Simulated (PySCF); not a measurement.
Heptafluoropropyl methyl ether, C4H3F7O.
InChI=1S/C4H3F7O/c1-12-4(10,11)2(5,6)3(7,8)9/h1H3

Torsions of this conformer, `[CH3:1][O:2][C:3]([F:4])([F:5])[C:6]([F:7])([F:8])[C:9]([F:10])([F:11])[F:12]`: C1–O2–C3–F4 -58°, O2–C3–C6–F7 -172°, C3–C6–C9–F10 -49°.

The closed-shell ground state was solved at several levels (PySCF, density fitting, gas phase, non-relativistic). The structure is a single PBE0-D3(BJ)/def2-SVP conformer in the gas phase; no vibrational or solvent corrections.

```tsv
level	basis functions	total energy (Eh)	HOMO (eV)	LUMO (eV)	gap (eV)	dipole (D)
B3LYP/pcJ-1	354	-928.3532	-9.39	1.08	10.47	2.84
PBE0/pcSseg-1	219	-927.3735	-9.66	1.39	11.05	2.85
KT3/pcSseg-2	474	-940.3437	-8.13	-0.40	7.73	2.65
```

**Question.** Estimate the row for B3LYP/def2-SVPD, a basis of 288 functions; the other rows only guide the guess.

**Answer.** Total energy -927.7019 Eh, HOMO -9.50 eV, LUMO 0.15 eV, gap 9.65 eV, dipole 2.83 D.

**Question.** Over all these levels, which gives the widest orbital gap and which the narrowest?

**Answer.** PBE0/pcSseg-1 (global hybrid, 25 % exact exchange) has the widest, 11.05 eV, and KT3/pcSseg-2 (GGA) the narrowest, 7.73 eV. Functional and basis both differ between the two, so the spread mixes both effects.

**Question.** How far do the dipole and the HOMO energy spread over the levels?

**Answer.** The dipole runs from 2.65 to 2.85 D (mean 2.80 D) and the HOMO from -9.66 to -8.13 eV.
